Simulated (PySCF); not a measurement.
Al(All)(H)2, SMILES [CH2](C=C)[AlH2], B3LYP/def2-SVP optimised geometry.

```
11

Al    -0.92    -0.05     0.00
C      1.12    -0.05     0.00
C      0.80    -0.52    -1.35
C      0.11     0.19    -2.30
H      1.72    -0.73     0.61
H      1.43     1.00     0.08
H      0.91    -1.60    -1.52
H      0.01     1.28    -2.24
H     -0.23    -0.29    -3.22
H     -1.72    -1.40     0.20
H     -1.56     1.40     0.00
```

Density from B3LYP/def2-TZVP run with PySCF at that geometry.

Minimum of the electron density along straight lines between bonded atoms, close to the bond critical point (lines longer than 1.1 times the sum of covalent radii, or with two minima, are not listed):

```tsv
bond	length / Å	ρ at the minimum / e bohr⁻³	∇²ρ there / e bohr⁻⁵	position (fraction from the first atom)
Al1–C2	2.034	(withheld)	0.21	0.40
C2–C3	1.462	0.272	(withheld)	0.48
C3–C4	1.370	(withheld)	-0.95	0.51
C2–H5	1.094	0.275	-0.93	0.64
C2–H6	1.099	0.270	-0.89	0.64
C3–H7	1.099	0.280	-0.98	0.65
C4–H8	1.095	0.277	-0.96	0.65
C4–H9	1.092	0.279	-0.97	0.65
Al1–H10	1.581	0.083	0.20	0.51
Al1–H11	1.580	0.083	0.21	0.51
```

Q: Some entries are withheld; supply them.

A: 
- Al1–C2, ρ at the minimum / e bohr⁻³: 0.069
- C2–C3, ∇²ρ there / e bohr⁻⁵: -0.69
- C3–C4, ρ at the minimum / e bohr⁻³: 0.327
